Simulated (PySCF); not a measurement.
C7H13N.
Atom-mapped SMILES: `[CH3:1][C@@H:2]1[CH2:3][C@@H:4]2[CH2:5][CH2:6][C@H:7]1[NH:8]2`

NICS = −σ at a ghost point: NICS(0) at the centroid of the ring atoms, NICS(1) 1 Å to either side along the normal of their mean plane, zz for the tensor component along that normal. Level: GIAO PBE0/pcSseg-1 (PySCF, non-relativistic, gas phase) on the PBE0-D3(BJ)/def2-SVP geometry, one conformer.

Ring bond lengths (Å), with Mayer bond orders in brackets: C2–C3 1.554 (0.98), C3–C4 1.534 (1.00), C4–N8 1.468 (0.97), N8–C7 1.467 (0.98), C7–C2 1.542 (0.98); C4–C5 1.545 (0.98), C5–C6 1.547 (1.01), C6–C7 1.543 (0.99), C7–N8 1.467 (0.98), N8–C4 1.468 (0.97).

**Question.** Give the NICS values of each ring in ppm.

**Answer.** 
```json
{"ring": "C2–C3–C4–N8–C7", "type": "5-membered ring with N; formal bonds all single", "NICS(0)": "-9.8", "NICS(1), two faces": "-8.7 / -4.9", "NICS(1)zz, two faces": "-9.4 / -6.1", "rms pucker (Å)": "0.27", "centre to ring atoms, mean (Å)": "1.24"}
{"ring": "C4–C5–C6–C7–N8", "type": "5-membered ring with N; formal bonds all single", "NICS(0)": "-8.7", "NICS(1), two faces": "-8.8 / -4.9", "NICS(1)zz, two faces": "-12.6 / -7.9", "rms pucker (Å)": "0.24", "centre to ring atoms, mean (Å)": "1.25"}
```

**Question.** What can be read from them?

**Answer.** 
- C2–C3–C4–N8–C7: mean NICS(1)zz -7.8 ppm, shielded. C2, C3, C4, C7 have four or more neighbours, and the NICS criterion for π rings isn't applied. The two faces differ by 3.3 ppm, so no symmetry operation interchanges them.
- C4–C5–C6–C7–N8: mean NICS(1)zz -10.2 ppm, shielded. C4, C5, C6, C7 have four or more neighbours, and the NICS criterion for π rings isn't applied. The two faces differ by 4.7 ppm, so no symmetry operation interchanges them.

**Question.** At the second NICS(1) probe listed for ring C4–C5–C6–C7–N8, 1 Å off the ring, what do the in-plane components average?

**Answer.** The isotropic value is a third of the trace: (3 × -4.9 − (-7.9))/2 = -3.4 ppm.

**Question.** What are the shieldings of the ring atoms and their hydrogens in the same run (means over atoms taken as equivalent)?

**Answer.** 
```json
{"atoms": "C2", "environment": "sp3 CH carbon", "σ isotropic (ppm)": "148.4", "principal values of the symmetric part, first atom (ppm)": "133.6, 147.9, 163.7"}
{"atoms": "C3", "environment": "ring CH2 carbon", "σ isotropic (ppm)": "143.9", "principal values of the symmetric part, first atom (ppm)": "128.0, 144.6, 159.1"}
{"atoms": "C4", "environment": "sp3 carbon bound to nitrogen", "σ isotropic (ppm)": "125.0", "principal values of the symmetric part, first atom (ppm)": "99.9, 115.2, 159.7"}
{"atoms": "C5", "environment": "ring CH2 carbon", "σ isotropic (ppm)": "150.1", "principal values of the symmetric part, first atom (ppm)": "135.7, 141.7, 172.9"}
{"atoms": "C6", "environment": "ring CH2 carbon", "σ isotropic (ppm)": "157.8", "principal values of the symmetric part, first atom (ppm)": "138.9, 160.2, 174.3"}
{"atoms": "C7", "environment": "sp3 carbon bound to nitrogen", "σ isotropic (ppm)": "121.6", "principal values of the symmetric part, first atom (ppm)": "97.5, 111.7, 155.5"}
{"atoms": "N8", "environment": "secondary amine nitrogen", "σ isotropic (ppm)": "172.1", "principal values of the symmetric part, first atom (ppm)": "150.9, 167.6, 197.7"}
{"atoms": "H on C2", "environment": "methine hydrogen", "σ isotropic (ppm)": "29.38", "principal values of the symmetric part, first atom (ppm)": "24.9, 27.0, 36.3"}
{"atoms": "H on C3", "environment": "methylene hydrogen", "σ isotropic (ppm)": "29.46", "principal values of the symmetric part, first atom (ppm)": "24.8, 26.6, 36.9"}
{"atoms": "H on C3", "environment": "methylene hydrogen", "σ isotropic (ppm)": "31.01", "principal values of the symmetric part, first atom (ppm)": "27.7, 28.8, 36.5"}
{"atoms": "H on C4", "environment": "methine hydrogen", "σ isotropic (ppm)": "28.09", "principal values of the symmetric part, first atom (ppm)": "24.4, 24.9, 34.9"}
{"atoms": "H on C5", "environment": "methylene hydrogen", "σ isotropic (ppm)": "30.05", "principal values of the symmetric part, first atom (ppm)": "24.9, 27.0, 38.2"}
{"atoms": "H on C5", "environment": "methylene hydrogen", "σ isotropic (ppm)": "30.13", "principal values of the symmetric part, first atom (ppm)": "26.6, 27.2, 36.6"}
{"atoms": "H on C6", "environment": "methylene hydrogen", "σ isotropic (ppm)": "29.60", "principal values of the symmetric part, first atom (ppm)": "24.9, 28.7, 35.2"}
```

The list is cut; further classes of hydrogen are left out.

**Question.** How do the values depend on the level or the medium?

**Answer.** 
```json
{"level": "PBE0/pcSseg-1, gas", "NICS(0), C2–C3–C4–N8–C7": "-9.8", "mean NICS(1)zz, C2–C3–C4–N8–C7": "-7.8", "NICS(0), C4–C5–C6–C7–N8": "-8.7", "mean NICS(1)zz, C4–C5–C6–C7–N8": "-10.2"}
{"level": "wB97X-D/pcSseg-1, gas", "NICS(0), C2–C3–C4–N8–C7": "-9.7", "mean NICS(1)zz, C2–C3–C4–N8–C7": "-7.6", "NICS(0), C4–C5–C6–C7–N8": "-8.6", "mean NICS(1)zz, C4–C5–C6–C7–N8": "-9.9"}
```

The geometry is the same throughout.
